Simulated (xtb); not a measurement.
CeO$_{2}$, charge -1, doublet, from a rough starting geometry (GFN-xTB shapes and energies of metal compounds can be far from the true ones) (GFN-xTB holds the 4f electrons in the core, so unpaired electrons go into valence orbitals and the state isn't the physical one) (the multiplicity is a formal guess); GFN2-xTB (xtb).

Here is a job for xtb.
```
$ xtb mol.xyz --gfn 2 --chrg -1 --uhf 1 --opt vtight --json

# file mol.xyz
3

Ce    -0.05542093     0.04620045    -0.01847984
O      1.56425967     0.33743284    -1.30483194
O     -1.60240400    -0.29194757     1.36985625
```

Output, abridged:

```
   ID    Z sym.   atoms
    1   58 Ce     1
    2    8 O      2, 3

           -------------------------------------------------
          |                Calculation Setup                |
           -------------------------------------------------

           -------------------------------------------------
          |                 G F N 2 - x T B                 |
           -------------------------------------------------

          ...................................................
          :                      SETUP                      :
          :.................................................:
          :  # basis functions                  18          :
          :  # atomic orbitals                  17          :
          :  # shells                            7          :
          :  # electrons                        16          :
          :  max. iterations                   250          :
          :  Hamiltonian                  GFN2-xTB          :
          :  restarted?                      false          :
          :  GBSA solvation                  false          :
          :  PC potential                    false          :
          :  electronic temp.          300.0000000     K    :
          :  accuracy                    1.0000000          :
          :  -> integral cutoff          0.2500000E+02      :
          :  -> integral neglect         0.1000000E-07      :
          :  -> SCF convergence          0.1000000E-05 Eh   :
          :  -> wf. convergence          0.1000000E-03 e    :
          :  Broyden damping             0.4000000          :
          :  net charge                         -1          :
          :  unpaired electrons                  1          :
          ...................................................

 iter      E             dE          RMSdq      gap      omega  full diag
   1      1.9491152  0.194912E+01  0.669E+01    0.00       0.0  T
   2     -7.5888143 -0.953793E+01  0.343E+01   20.89       1.0  T
   3     -7.9297337 -0.340919E+00  0.320E+01   11.12       1.0  T
   4     -8.1702186 -0.240485E+00  0.321E+01    7.83       1.0  T
   5     -7.9783770  0.191842E+00  0.212E+01   10.86       1.0  T
   6      8.9389141  0.169173E+02  0.820E+01    0.01       1.0  T
   7      9.0702828  0.131369E+00  0.829E+01    0.01       1.0  T
   8      9.3453571  0.275074E+00  0.848E+01    0.00       1.0  T
   9     11.4787790  0.213342E+01  0.117E+02    0.03       1.0  T
  10     11.8124895  0.333710E+00  0.118E+02    0.03       1.0  T
  11      0.5902756 -0.112222E+02  0.627E+01    0.07       1.0  T
  12     -9.2738690 -0.986414E+01  0.175E+01    0.62       1.0  T
  13     -1.0863273  0.818754E+01  0.567E+01    0.00       1.0  T
  14     -9.2831902 -0.819686E+01  0.225E+01    0.54       1.0  T
  15      0.2187149  0.950191E+01  0.615E+01    0.00       1.0  T
  16     -8.0821130 -0.830083E+01  0.327E+01    8.81       1.0  T
  17     -8.2328972 -0.150784E+00  0.259E+01    7.30       1.0  T
  18     -8.6146839 -0.381787E+00  0.196E+01    4.44       1.0  T
  19     -8.7747017 -0.160018E+00  0.183E+01    3.54       1.0  T
  20     -9.0096058 -0.234904E+00  0.170E+01    2.33       1.0  T
  21     -9.0091283  0.477501E-03  0.180E+01    2.35       1.0  T
  22     -9.0265498 -0.174215E-01  0.178E+01    2.26       1.0  T
  23     -9.0225328  0.401701E-02  0.169E+01    2.29       1.0  T
  24     -9.1002366 -0.777038E-01  0.151E+01    1.93       1.0  T
  25     -9.1270393 -0.268027E-01  0.149E+01    1.83       1.0  T
  26     -9.1210275  0.601183E-02  0.149E+01    1.88       1.0  T
  27     -9.1802945 -0.592670E-01  0.112E+01    1.62       1.0  T
  28     -9.1865627 -0.626812E-02  0.110E+01    1.63       1.0  T
  29     -9.2870814 -0.100519E+00  0.287E+00    0.72       1.0  T
  30     -9.2327816  0.542999E-01  0.824E+00    1.64       1.0  T
  31     -9.2830886 -0.503071E-01  0.158E+00    0.77       1.0  T
  32     -9.2878477 -0.475903E-02  0.157E+00    1.19       1.0  T
  33     -9.2887519 -0.904251E-03  0.969E-01    1.22       1.0  T
  34     -9.2844988  0.425307E-02  0.187E+00    1.34       1.0  T
  35     -9.2888408 -0.434200E-02  0.103E+00    1.19       1.0  T
  36     -9.2896797 -0.838822E-03  0.632E-01    1.14       1.0  T
  37     -9.2893894  0.290248E-03  0.942E-01    1.17       1.0  T
  38     -9.2882155  0.117396E-02  0.157E+00    1.22       1.0  T
  39     -9.2889009 -0.685443E-03  0.146E+00    1.19       1.0  T
  40     -9.2879902  0.910736E-03  0.182E+00    1.23       1.0  T
  41     -9.2880714 -0.812378E-04  0.180E+00    1.22       1.0  T
  42     -9.2881055 -0.341432E-04  0.182E+00    1.22       1.0  T
  43     -9.2892368 -0.113124E-02  0.144E+00    1.17       1.0  T
  44     -9.2894099 -0.173088E-03  0.132E+00    1.17       1.0  T
  45     -9.2896342 -0.224277E-03  0.107E+00    1.17       1.0  T
  46     -9.2897155 -0.813454E-04  0.910E-01    1.15       1.0  T
  47     -9.2897309 -0.153870E-04  0.849E-01    1.15       1.0  T
  48     -9.2897344 -0.352605E-05  0.814E-01    1.14       1.0  T
  49     -9.2897329  0.149779E-05  0.796E-01    1.14       1.0  T
  50     -9.2897260  0.689090E-05  0.789E-01    1.14       1.0  T
  51     -9.2897079  0.181115E-04  0.815E-01    1.13       1.0  T
  52     -9.2897007  0.721384E-05  0.837E-01    1.13       1.0  T
  53     -9.2897023 -0.158402E-05  0.820E-01    1.13       1.0  T
  54     -9.2897021  0.141382E-06  0.764E-01    1.13       1.0  T
  55     -9.2896924  0.969234E-05  0.679E-01    1.12       1.0  T
  56     -9.2896746  0.177991E-04  0.589E-01    1.12       1.0  T
  57     -9.2896493  0.253454E-04  0.510E-01    1.11       1.0  T
  58     -9.2896287  0.206209E-04  0.455E-01    1.10       1.0  T
  59     -9.2896161  0.126176E-04  0.418E-01    1.10       1.0  T
  60     -9.2896216 -0.550622E-05  0.389E-01    1.10       1.0  T
  61     -9.2896678 -0.461923E-04  0.344E-01    1.10       1.0  T
  62     -9.2897480 -0.802535E-04  0.280E-01    1.11       1.0  T
[...]
         :: total energy              -9.282762686091 Eh    ::
 * total energy  :    -9.2827627 Eh     change        0.2157918E-10 Eh
 * total energy  :    -9.2838459 Eh     change       -0.1083194E-02 Eh
 * total energy  :    -9.2877918 Eh     change       -0.3945888E-02 Eh
 * total energy  :    -9.2897940 Eh     change       -0.2002215E-02 Eh
 * total energy  :    -9.2933107 Eh     change       -0.3516735E-02 Eh
 * total energy  :    -9.2958806 Eh     change       -0.2569883E-02 Eh
 * total energy  :    -9.2958553 Eh     change        0.2527701E-04 Eh
 * total energy  :    -9.2959754 Eh     change       -0.1200869E-03 Eh
 * total energy  :    -9.2959787 Eh     change       -0.3288509E-05 Eh
 * total energy  :    -9.2959797 Eh     change       -0.9682912E-06 Eh
 * total energy  :    -9.2959797 Eh     change       -0.1144031E-07 Eh
   *** GEOMETRY OPTIMIZATION CONVERGED AFTER 11 ITERATIONS ***
[...]
          :  # electrons                        16          :
          :  max. iterations                   250          :
          :  Hamiltonian                  GFN2-xTB          :
          :  restarted?                      false          :
          :  GBSA solvation                  false          :
          :  PC potential                    false          :
          :  electronic temp.          300.0000000     K    :
          :  accuracy                    1.0000000          :
          :  -> integral cutoff          0.2500000E+02      :
          :  -> integral neglect         0.1000000E-07      :
          :  -> SCF convergence          0.1000000E-05 Eh   :
          :  -> wf. convergence          0.1000000E-03 e    :
          :  Broyden damping             0.4000000          :
          :  net charge                         -1          :
          :  unpaired electrons                  1          :
          ...................................................

 iter      E             dE          RMSdq      gap      omega  full diag
   1     -9.3079346 -0.930793E+01  0.882E-06    1.30       0.0  T
   2     -9.3079346  0.417444E-12  0.122E-05    1.30    4731.6  T
   3     -9.3079346 -0.499156E-12  0.533E-06    1.30   10838.5  T

   *** convergence criteria satisfied after 3 iterations ***

         :::::::::::::::::::::::::::::::::::::::::::::::::::::
         ::                     SUMMARY                     ::
         :::::::::::::::::::::::::::::::::::::::::::::::::::::
         :: total energy              -9.295979679497 Eh    ::
         :: gradient norm              0.000014924989 Eh/a0 ::
         :: HOMO-LUMO gap              1.301327278135 eV    ::
         ::.................................................::
         :: SCC energy                -9.307934621986 Eh    ::
         :: -> isotropic ES            0.277453228240 Eh    ::
         :: -> anisotropic ES          0.015132520033 Eh    ::
         :: -> anisotropic XC         -0.005952953991 Eh    ::
         :: -> dispersion             -0.001332369145 Eh    ::
         :: repulsion energy           0.011954942489 Eh    ::
         :: add. restraining           0.000000000000 Eh    ::
         :: total charge              -0.999999999981 e     ::
         :::::::::::::::::::::::::::::::::::::::::::::::::::::

           -------------------------------------------------
          |                Property Printout                |
           -------------------------------------------------

    * Orbital Energies and Occupations

         #    Occupation            Energy/Eh            Energy/eV
      -------------------------------------------------------------
         1        2.0000           -0.4008163             -10.9068
         2        2.0000           -0.3914160             -10.6510
         3        2.0000           -0.1891291              -5.1465
         4        2.0000           -0.1630101              -4.4357
         5        2.0000           -0.1435218              -3.9054
         6        2.0000           -0.1297108              -3.5296
         7        2.0000           -0.1274478              -3.4680
         8        2.0000           -0.1271697              -3.4605 (HOMO)
         9                         -0.0793468              -2.1591 (LUMO)
        10                         -0.0615712              -1.6754
        11                         -0.0610487              -1.6612
        12                         -0.0559992              -1.5238
        13                         -0.0421810              -1.1478
        14                         -0.0057100              -0.1554
        15                          0.1334094               3.6303
        16                          0.2781178               7.5680
        17                          0.4121564              11.2153
      -------------------------------------------------------------
                  HL-Gap            0.0478229 Eh            1.3013 eV
             Fermi-level           -0.1029832 Eh           -2.8023 eV

     #   Z          covCN         q      C6AA      α(0)
     1  58 Ce       1.354     0.520   505.329    48.761
     2   8 O        0.677    -0.760    30.520     7.401
     3   8 O        0.677    -0.760    30.520     7.401

 Mol. C6AA /au·bohr⁶  :       1083.672794
 Mol. C8AA /au·bohr⁸  :     159352.855503
 Mol. α(0) /au        :         63.563531

Wiberg/Mayer (AO) data.
largest (>0.10) Wiberg bond orders for each atom

 ---------------------------------------------------------------------------
     #   Z sym  total        # sym  WBO       # sym  WBO       # sym  WBO
 ---------------------------------------------------------------------------
     1  58 Ce   3.308 --     2 O    1.654     3 O    1.654
     2   8 O    1.951 --     1 Ce   1.654     3 O    0.297
     3   8 O    1.951 --     1 Ce   1.654     2 O    0.297
 ---------------------------------------------------------------------------

Topologies differ in total number of bonds
Writing topology from bond orders to xtbtopo.mol

molecular dipole:
                 x           y           z       tot (Debye)
 q only:       -0.998       0.490      -1.154
   full:       -1.178       0.583      -1.346       4.781
molecular quadrupole (traceless):
                xx          xy          yy          xz          yz          zz
 q only:       -5.798      -3.043       7.735      12.262       2.235      -1.936
  q+dip:       -5.920      -3.236       7.884      12.804       2.203      -1.963
   full:       -7.534      -3.339      10.286      14.478       3.362      -2.752

optimized geometry written to: xtbopt.xyz

           -------------------------------------------------
          | TOTAL ENERGY               -9.295979679497 Eh   |
          | GRADIENT NORM               0.000014924989 Eh/α |
          | HOMO-LUMO GAP               1.301327278135 eV   |
           -------------------------------------------------

normal termination of xtb
```
